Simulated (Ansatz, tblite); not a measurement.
Removing and adding an electron: GeO₄. Charge 0, multiplicity 1. Geometry: r2SCAN-D4/def2-SVP. Ansatz, gas phase; energy differences of separate SCF runs; the oxidised species was run as a doublet alone; the reduced species was run as a doublet alone.

```xyz
5

Ge   -0.4387   -0.2067    0.5235
O     0.0863    1.2600   -0.3962
O     0.7851   -0.8495   -0.6437
O     1.0039    0.4730   -1.1980
O    -1.4366   -0.6769    1.7145
```

The xTB rows come from tblite. Correlated methods freeze 13 core orbitals; core or outer-core shells of Ge are correlated, in sets that lack core-valence functions. In CCSD on the charge 1 doublet the largest single amplitude is 0.27, so its Hartree–Fock determinant may place the open shell otherwise than the density functionals do. The structure holds 2 bonds between oxygen atoms, so isomers without such links may lie far lower. The structure comes from a short search, and lower isomers may exist.

```csv
level,−HOMO (eV),vertical IE (eV),−LUMO (eV),vertical EA (eV),HOMO–LUMO gap (eV),IE − EA (eV),remarks
GFN1-xTB,13.71,17.81,8.86,4.91,4.84,12.90,–
GFN2-xTB,13.38,17.22,9.93,6.04,3.45,11.18,–
PBE-D4/def2-TZVP,6.70,10.34,3.75,–,2.96,–,–
PBE-D4/def2-TZVPD,6.77,–,3.86,0.99,2.91,–,HOMO above zero (-1 doublet)
r2SCAN-D4/def2-TZVP,7.09,10.55,3.59,–,3.50,–,–
r2SCAN-D4/def2-TZVPD,7.12,–,3.66,0.97,3.47,–,HOMO above zero (-1 doublet)
PBE0-D4/def2-TZVP,8.48,10.91,2.77,–,5.71,–,–
PBE0-D4/def2-TZVPD,8.53,–,2.90,0.97,5.63,–,HOMO above zero (-1 doublet)
CCSD/def2-TZVPP,–,11.07,–,–,–,–,"large T1 (0.022) (singlet), large T1 (0.050) (+1 doublet), spin-contaminated (⟨S²⟩ 0.89) (+1 doublet)"
CCSD(T)/def2-TZVPP,–,10.90,–,–,–,–,"large T1 (0.022) (singlet), large T1 (0.050) (+1 doublet), spin-contaminated (⟨S²⟩ 0.89) (+1 doublet)"
```

Run but left out: HF/def2-TZVPP, MP2/def2-TZVPP (charge +1 doublet: a determinant that CCSD turns far, T1 0.050).   A HOMO above zero means that the electron is unbound at that level or that self-interaction error raises the level; the energy of removing that electron tells which. Raw xTB energy differences between charge states are shifted by several eV; the methods need an empirical correction for them.
